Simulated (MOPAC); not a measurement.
Input file for MOPAC: AM1 on BH2I (SMILES BI), a point of a bond scan (R = 2.325 Å).

```
AM1 1SCF PRECISE CHARGE=0 THREADS=1
BH2I

B     -1.00687273 1    -1.52824232 1     0.26334221 1
H     -0.62513249 1    -2.30507998 1     1.06916428 1
H     -1.98651595 1    -1.65890826 1    -0.38610151 1
I      0.25937809 1     0.39368687 1    -0.06783896 1
```

It printed:

```
*******************************************************************************
 **                                                                           **
 **                              MOPAC v23.2.5                                **
 **                                                                           **
 *******************************************************************************
 ** MOPAC's Digital Object Identifier: https://doi.org/10.5281/zenodo.6511958 **
 **                                                                           **
 ** Please cite the open-source release paper for use of this MOPAC version:  **
 ** J. E. Moussa and J. J. P. Stewart (2026)                                  **
 ** MOPAC: An open-source semiempirical molecular orbital program             **
 ** J. Open Source Softw., 11(119), 8025, https://doi.org/10.21105/joss.08025 **
 *******************************************************************************

                              AM1 CALCULATION RESULTS

 *******************************************************************************
 *  AM1        - The AM1 Hamiltonian to be used
 *
 *
 *
 *                 CHARGE ON SYSTEM = 0
 *
 *
 *
 *  PRECISE    - TIGHTER CRITERIA TO BE USED
 *  1SCF       - DO 1 SCF AND THEN STOP
 *  THREADS=1  - MULTI-THREADING NOT USED
 *  T=         - A TIME OF 172800.0 SECONDS REQUESTED
 *  DUMP=N     - RESTART FILE WRITTEN EVERY 7200.0 SECONDS REQUESTED
 *******************************************************************************
AM1 1SCF PRECISE CHARGE=0 THREADS=1
 BH2I

   ATOM   CHEMICAL          X               Y               Z
  NUMBER   SYMBOL      (ANGSTROMS)     (ANGSTROMS)     (ANGSTROMS)

     1       B         -1.00687273  *  -1.52824232  *   0.26334221  *
     2       H         -0.62513249  *  -2.30507998  *   1.06916428  *
     3       H         -1.98651595  *  -1.65890826  *  -0.38610151  *
     4       I          0.25937809  *   0.39368687  *  -0.06783896  *



          CARTESIAN COORDINATES

    NO.       ATOM           X           Y           Z

     1         B         -1.0069     -1.5282      0.2633
     2         H         -0.6251     -2.3051      1.0692
     3         H         -1.9865     -1.6589     -0.3861
     4         I          0.2594      0.3937     -0.0678

  H: (AM1): M.J.S. DEWAR ET AL, J. AM. CHEM. SOC. 107 3902-3909 (1985)
  B: (AM1): M.J.S. DEWAR ET AL, ORGANOMETALLICS, 7, 513-521 (1988)
  I: (AM1): M.J.S. DEWAR AND E. G. ZOEBISCH, THEOCHEM, 180, 1 (1988).

           Empirical Formula: H2 B I  =     4 atoms



      MOLECULAR POINT GROUP   :   C2v


      RHF CALCULATION, NO. OF DOUBLY OCCUPIED LEVELS = 6


 -------------------------------------------------------------------------------
 AM1 1SCF PRECISE CHARGE=0 THREADS=1
 BH2I



     1SCF WAS SPECIFIED, SO BFGS WAS NOT USED
     SCF FIELD WAS ACHIEVED


                              AM1 CALCULATION
                                                       MOPAC v23.2.5 Linux




          FINAL HEAT OF FORMATION =         43.11174 KCAL/MOL =     180.37951 KJ/MOL


          COSMO AREA              =         93.76 SQUARE ANGSTROMS
          COSMO VOLUME            =         78.48 CUBIC ANGSTROMS

          IONIZATION POTENTIAL    =          9.931471 EV
          HOMO LUMO ENERGIES (EV) =         -9.931 -0.185
          NO. OF FILLED LEVELS    =          6
          MOLECULAR WEIGHT        =        139.7303         POINT GROUP:  C2v

          MOLECULAR DIMENSIONS (Angstroms)

            Atom       Atom       Distance
            I     4    H     3     3.05916
            H     3    H     2     1.96829
            B     1    I     4     0.00000


          SCF CALCULATIONS        =          1





   ATOM   CHEMICAL          X               Y               Z
  NUMBER   SYMBOL      (ANGSTROMS)     (ANGSTROMS)     (ANGSTROMS)

     1       B         -1.00687273  *  -1.52824232  *   0.26334221  *
     2       H         -0.62513249  *  -2.30507998  *   1.06916428  *
     3       H         -1.98651595  *  -1.65890826  *  -0.38610151  *
     4       I          0.25937809  *   0.39368687  *  -0.06783896  *

                             CARTESIAN COORDINATES

   1    B       -1.006872730    -1.528242320     0.263342210
   2    H       -0.625132490    -2.305079980     1.069164280
   3    H       -1.986515950    -1.658908260    -0.386101510
   4    I        0.259378090     0.393686870    -0.067838960


           Empirical Formula: H2 B I  =     4 atoms



      MOLECULAR POINT GROUP   :   C2v


                  EIGENVALUES
 -29.28213 -21.24613 -13.19739 -11.01368 -10.11538  -9.93147  -0.18468   0.41431
   3.35736   4.74797


              NET ATOMIC CHARGES AND DIPOLE CONTRIBUTIONS

  ATOM NO.   TYPE          CHARGE      No. of ELECS.   s-Pop       p-Pop
    1          B           0.272127        2.7279     1.33909     1.38879
    2          H          -0.036370        1.0364     1.03637
    3          H          -0.036372        1.0364     1.03637
    4          I          -0.199385        7.1994     1.98106     5.21833
 DIPOLE           X         Y         Z       TOTAL
 POINT-CHG.    -1.108    -1.682     0.290     2.035
 HYBRID        -0.435    -0.660     0.114     0.799
 SUM           -1.543    -2.342     0.404     2.834


          ATOMIC ORBITAL ELECTRON POPULATIONS

     Atom    s        px        py        pz
    1  B   1.33909   0.50648   0.48706   0.39525
    2  H   1.03637
    3  H   1.03637
    4  I   1.98106   1.76829   1.48472   1.96532

 **********************
 *                    *
 * JOB ENDED NORMALLY *
 *                    *
 **********************




 == MOPAC DONE ==
```

The run finished.

Cost: roughly 0.05 core-seconds.
